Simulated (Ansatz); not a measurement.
The first iterations of a band of BH6NOSi (10 atoms, charge 0, multiplicity 1).

These are results of Ansatz, RKS PBE0/cc-pVDZ, not measurements.

```yaml
movable_images: 5
climbing_image: yes
spring: 5.0 eV/Å²
optimiser: quadratic models (default)
start_path: through a guess of the saddle point
force_threshold: 0.03 eV/Å
iteration_limit: 60
end_points: relaxed
```

First end point:

```xyz
10
Properties=species:S:1:pos:R:3
N -0.304 1.556 -0.603
B 0.379 0.354 -0.376
O 1.617 0.212 -0.968
Si -0.478 -1.085 0.789
H 0.086 2.296 -1.176
H -1.213 1.760 -0.217
H 2.026 -0.635 -0.767
H -0.694 -2.363 0.023
H -1.813 -0.655 1.331
H 0.393 -1.441 1.964
```

Last end point:

```xyz
10
Properties=species:S:1:pos:R:3
N -0.395 1.328 -0.979
B 0.402 0.414 -0.277
O 1.768 0.591 -0.341
Si -0.483 -1.097 0.769
H 0.007 2.090 -1.513
H -1.403 1.289 -0.998
H 2.250 -0.070 0.162
H -1.984 -1.050 0.672
H -0.122 -1.046 2.230
H -0.040 -2.449 0.275
```

| iteration | highest image above the first end (eV) | largest band force component (eV/Å) |
| --- | --- | --- |
| 1 | 1.412 | 3.679 |
| 2 | 0.237 | 1.360 |

**Question.** Does the band converge within its limit, and where does its top end?

**Answer.** It converged. It ended after 7 iterations with the highest image 0.015 eV above the first end. A vibrational analysis at the climbing image gives one clearly imaginary mode, 42i cm⁻¹: a first-order saddle point.

The run took 2.5 min on 1 thread of Arm Neoverse V1 (shared host), peak memory 0.17 GiB.
